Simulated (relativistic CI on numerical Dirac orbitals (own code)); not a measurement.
Slater's F² for Ar4+ from its measured terms

Problem. The ground configuration 3s²3p² of Ar4+ has the measured levels ³P: 0.0 (J = 0), 763.2 (J = 1), 2028.8 (J = 2); ¹D: 16298.7 (J = 2); ¹S: 37912.4 (J = 0) cm⁻¹ (Saloman, J. Phys. Chem. Ref. Data 39, 033101 (2010)). Test the one-configuration theory of p2 and extract F²(3p,3p).

Working.
1. Centres of gravity, weighted by 2J + 1: ³P 1381.5, ¹D 16298.7, ¹S 37912.4 cm⁻¹. To first order spin-orbit coupling drops out of them.
2. Slater-Condon theory gives ¹D − ³P = 6F²/25 and ¹S − ¹D = 9F²/25, so the ratio of the upper interval to the lower is 9/6 = 1.500, whatever F².
3. Measured intervals: 14917.2 and 21613.7 cm⁻¹, ratio 1.449.
4. F² from the lower interval is 62155 and from the upper 60038 cm⁻¹.

Check. The radial integral calculated for this configuration (Dirac-KLI orbitals, unscaled) is F² = 75197 cm⁻¹; the two empirical values are 83 % and 80 % of it. The ratio is close to the theoretical one, partly by a balance of effects: correlation narrows both intervals, and second-order spin-orbit coupling (ζ = 1348 cm⁻¹) shifts the centres as well.
